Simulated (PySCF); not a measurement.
PySCF input file for Ga(Cl)(vinyl)(NH2) (C2H5ClGaN), SMILES C=[CH][Ga]([Cl])[NH2], PBE0/pcSseg-1. Coordinates come from a r2SCAN-D4/def2-SVP optimisation. The structure was generated by enumeration; whether it is a known compound was not checked. The values are those of a single conformer.

```python
import numpy as np
from pyscf import gto, scf, dft
from pyscf.prop.nmr import rks as nmr

mol = gto.M(
    atom='''
    Ga    0.08773115    0.08305463    0.10060557
    Cl   -1.99902370    0.17819984    0.65429301
    C     0.63439738   -0.91432508   -1.46239688
    C     1.91721429   -1.01818398   -1.84450825
    H    -0.13315571   -1.41882228   -2.06390366
    H     2.21714058   -1.58807728   -2.73390529
    H     2.73648585   -0.54121627   -1.29158645
    N     1.16467523    0.99502766    1.21897110
    H     0.80995449    1.49840419    2.02458697
    H     2.17091574    1.07548143    1.13168796
    ''',
    basis='pcSseg-1',
    charge=0,
    spin=0,
    max_memory=1600,
    verbose=3,
)
mf = dft.RKS(mol, xc='pbe0')
mf.grids.level = 3
mf.conv_tol = 1e-10
mf.max_cycle = 100
mf.kernel()
n = nmr.NMR(mf)
n.verbose = 2
n.max_cycle_cphf = 60
sigma = n.kernel()
print('atom   isotropic/ppm   span/ppm')
for i, s in enumerate(sigma):
    w = np.linalg.eigvalsh((s + s.T) / 2)
    print(f'{mol.atom_symbol(i):2s}{i + 1:3d} {w.mean():14.3f} {w[2] - w[0]:11.3f}')
```

Program output:

```
converged SCF energy = -2518.28360897221
atom   isotropic/ppm   span/ppm
Ga  1       1348.621     328.723
Cl  2        954.963     233.494
C   3         40.407     236.591
C   4         34.393     253.368
H   5         24.819       5.519
H   6         24.547       6.845
H   7         25.017       9.434
N   8        222.971      89.469
H   9         29.503      18.127
H  10         29.360      19.434
```

Self-consistency was reached.
